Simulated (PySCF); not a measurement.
Delta-SCF ions had no search for a lower state. Excitations are Tamm–Dancoff values on a coarser integration grid. The basis has no diffuse functions, so Rydberg states are missing or too high.

# C₄H₇BSi, SMILES `C1(C=C[SiH2]C=1)B` (charge 0, multiplicity 1)

Level of theory: r2SCAN-D4/def2-TZVP run with PySCF.

| Property | Result |
|---|---|
| HOMO | -6.33 eV |
| dipole moment | 0.178 e·Å |
| HOMO–LUMO gap | 2.97 eV |
| LUMO | -3.36 eV |
| S1 excitation (TDA) | 3.69 eV |
| S1 oscillator strength | 0.022 |
| T1 excitation (TDA) | 2.14 eV |
| S1–T1 gap (TDA) | 1.55 eV |
| vertical ionisation energy (Delta-SCF) | 8.95 eV |
| total energy | -470.8495 Ha |
| cost | about 27 core-minutes (a rough figure) |

```xyz
13

B      2.2903     0.3435    -0.2034
C      0.7735     0.1099    -0.0657
C      0.2372    -1.1456    -0.0476
Si    -1.6205    -0.9816     0.1258
C     -1.5305     0.8736     0.1638
C     -0.2303     1.2055     0.0530
H      3.0201    -0.5998    -0.2869
H      2.7463     1.4501    -0.2292
H      0.8720    -2.0208    -0.1268
H     -2.1457    -1.6075     1.3695
H     -2.3653    -1.5475    -1.0315
H     -2.3107     1.6190     0.2535
H      0.1230     2.2350     0.0460
```
